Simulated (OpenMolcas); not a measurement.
## Pb⁺: the spin-orbit constant, worked from levels

* Program: OpenMolcas 26.06
* Basis: ANO-RCC-VQZP [9s8p6d4f3g]
* Scalar Hamiltonian: DKH2, point nucleus
* Active space: 3 electrons in 9 orbitals (RAS2 6s 6p; RAS3 6d, at most 2 electrons)
* State averaging: 2S+1 = 4 odd, 1 root (0 in the spin-orbit step); 2S+1 = 2 odd, 3 roots; 2S+1 = 4 even, 3 roots; 2S+1 = 2 even, 9 roots kept (CI in the orbitals of an earlier block)
* Spin-orbit coupling: state interaction with AMFI integrals over the reference wave functions, term energies averaged over their components

Methods: RASSCF; SS-RASPT2, IPEA 0.25 Eh, imaginary shift 0.1 Eh (closed shells correlated: 5d). Measured levels: NIST Handbook of Basic Atomic Spectroscopic Data.

**The spin-orbit constant.** For the Hund term 2P* of p1, E(J) = (A/2) J(J+1) + constant and ζ = 2S·A = A. From J = 1/2 to J = 3/2 the energy changes by 1.5 A.

| Source | E(3/2) - E(1/2) | A | ζ |
| --- | --- | --- | --- |
| RASSCF | 12454.4 | 8302.9 | 8303 |
| SS-RASPT2 | 12454.4 | 8302.9 | 8303 |
| measured | 14081.1 | 9387.4 | 9387 |

All in cm-1. SS-RASPT2 is off by -11.6 % and RASSCF by -11.6 %. Both methods take the spin-orbit matrix elements from the reference wave functions, so the second can move ζ only through the term energies and any multistate remixing.

Some high roots are left out of the spin-orbit mixing, which shifts the levels that they would mix with. Active for correlation alone: 6d; no level in the range computed is led by a configuration that fills it, so any true level of that kind is missing. Spin-orbit splittings of 6p shells tend to come out small when the coupling is added on scalar orbitals. Measured partners are found by configuration, term and J. A level has none where our copy of the source lacks it or the pairing is in doubt (some pairs that miss far off the trend of their configuration count as doubtful), and it then counts in no deviation. Only configurations of the active space appear.

* marks odd parity.
